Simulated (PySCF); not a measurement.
anisole (C7H8O), SMILES COc1ccccc1. Atoms are numbered in the order given.

```xyz
16

C      0.3224    -2.7575     0.0000
O     -0.6712    -1.7583     0.0000
C     -0.2763    -0.4603     0.0000
C     -1.3076     0.4956     0.0000
C     -0.9998     1.8530     0.0000
C      0.3347     2.2822     0.0000
C      1.3544     1.3301     0.0000
C      1.0632    -0.0400     0.0000
H     -0.2048    -3.7203     0.0000
H      0.9631    -2.6972    -0.8986
H      0.9631    -2.6972     0.8986
H     -2.3413     0.1402     0.0000
H     -1.8113     2.5870     0.0000
H      0.5733     3.3490     0.0000
H      2.4012     1.6492     0.0000
H      1.8806    -0.7633     0.0000
```
Charge 0, spin multiplicity 1.

The structure is a stationary point at r2SCAN-D4/def2-SVP. One conformer was computed; it need not be the lowest.

Level of theory: KT2/pcSseg-1 (PySCF).

GIAO shieldings, no solvent; atoms listed in one row are averaged. δ = σ(ref) − σ: ¹³C against TMS (σ = 185.1 ppm); ¹⁷O against H2O (σ = 330.4 ppm); ¹H against TMS (σ = 31.47 ppm), references at their B3LYP-D3(BJ)/def2-TZVP geometries, non-relativistic.

```json
[
 {"nucleus": "¹³C", "atoms": "C3", "count": "1", "δ (ppm)": "158.6"},
 {"nucleus": "¹³C", "atoms": "C5, C7", "count": "2", "δ (ppm)": "126.6"},
 {"nucleus": "¹³C", "atoms": "C6", "count": "1", "δ (ppm)": "117.8"},
 {"nucleus": "¹³C", "atoms": "C4", "count": "1", "δ (ppm)": "115.2"},
 {"nucleus": "¹³C", "atoms": "C8", "count": "1", "δ (ppm)": "105.0"},
 {"nucleus": "¹³C", "atoms": "C1", "count": "1", "δ (ppm)": "56.8"},
 {"nucleus": "¹⁷O", "atoms": "O2", "count": "1", "δ (ppm)": "114.5"},
 {"nucleus": "¹H", "atoms": "H13, H15", "count": "2", "δ (ppm)": "7.40"},
 {"nucleus": "¹H", "atoms": "H12", "count": "1", "δ (ppm)": "7.13"},
 {"nucleus": "¹H", "atoms": "H14", "count": "1", "δ (ppm)": "7.05"},
 {"nucleus": "¹H", "atoms": "H16", "count": "1", "δ (ppm)": "6.72"},
 {"nucleus": "¹H", "atoms": "H9, H10, H11", "count": "3", "δ (ppm)": "4.01"}
]
```
